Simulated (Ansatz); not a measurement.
# What each rung costs, and what it gives

Saddle point of SnNH$_{5}$S, closed shell (SnNH₅S ([NH2][SnH2][SH]) → SnH₂S ([S][SnH2]) + NH₃ (still joined by a long Sn–N bond); bonds formed: N2–H4; bonds broken: S3–H4; bonds weakened to dative contacts: Sn1–N2), PBE0-D4/def2-TZVP structure:

Sn1  (-0.986, 0.273, 0.337)
N2  (1.074, -0.026, -0.134)
S3  (-1.127, -1.494, -1.170)
H4  (0.394, -0.982, -0.887)
H5  (-1.411, 1.864, -0.116)
H6  (-1.189, 0.028, 2.016)
H7  (1.687, -0.367, 0.599)
H8  (1.558, 0.705, -0.645)
(Å)

Barriers are electronic and count from the start structure reached by relaxing down the imaginary mode.

Program: Ansatz 0.2.0. Basis: as named in each row. Cores are frozen in the correlated methods. Filled d shells of the heavier atoms are correlated. Core potentials replace the inner electrons of the atoms past krypton. The def2 sets are not built for correlating such inner shells, so the correlated values are less sure here. B3LYP uses VWN-RPA correlation. Extrapolation: Hartree–Fock as exp(−7.88 √X), correlation as X^−2.97.

Times are rough, for one single point on 4 threads of a shared host (Intel Xeon).

The estimate by CCSD(T) at an estimated basis limit (MP2 extrapolated from triple and quadruple zeta, plus CCSD(T) − MP2 in triple zeta) is 0.918 eV.

| method | basis | time (s) | barrier (eV) | method less estimate |
| --- | --- | --- | --- | --- |
| SPW92 | def2-SVP | under 1 | 0.345 | -0.572 |
| PBE-D4 | def2-SVP | 1 | 0.548 | -0.370 |
| PBE0-D4 | def2-SVP | 2 | 0.703 | -0.214 |
| SPW92 | def2-TZVPP | 2 | 0.479 | -0.439 |
| PBE-D4 | def2-TZVPP | 2 | 0.669 | -0.249 |
| BLYP-D4 | def2-TZVPP | 3 | 0.794 | -0.123 |
| B3LYP-D4 | def2-TZVPP | 4 | 0.905 | -0.012 |
| BHLYP-D4 | def2-TZVPP | 4 | 1.086 | 0.168 |
| PBE0-D4 | def2-TZVPP | 4 | 0.816 | -0.101 |
| CCSD(T) | def2-SVP | 4 | 0.967 | 0.049 |
| r2SCAN-D4 | def2-TZVPP | 4 | 0.779 | -0.139 |
| CAM-B3LYP-D4 | def2-TZVPP | 4 | 0.984 | 0.067 |
| wB97M-V | def2-SVP | 6 | 0.840 | -0.078 |
| r2SCAN0-D4 | def2-TZVPP | 6 | 0.879 | -0.039 |
| RPA on PBE | def2-TZVPP | 6 | 0.996 | 0.078 |
| PBE-QIDH | def2-TZVPP | 8 | 0.909 | -0.009 |
| B97M-V | def2-TZVPP | 8 | 0.894 | -0.024 |
| B2PLYP | def2-TZVPP | 9 | 0.931 | 0.013 |
| wB97X-V | def2-TZVPP | 10 | 1.013 | 0.096 |
| wB97M-V | def2-TZVPP | 12 | 0.969 | 0.052 |
| MP2 | def2-QZVPP | 23 | 0.855 | -0.063 |
| CCSD(T) | def2-TZVPP | 64 | 0.978 | 0.060 |

All methods are single points on the PBE0-D4 structures.

The T1 diagnostic stays at or below 0.015.

Labels in which every atom is bracketed show which atoms are joined, not bond orders.
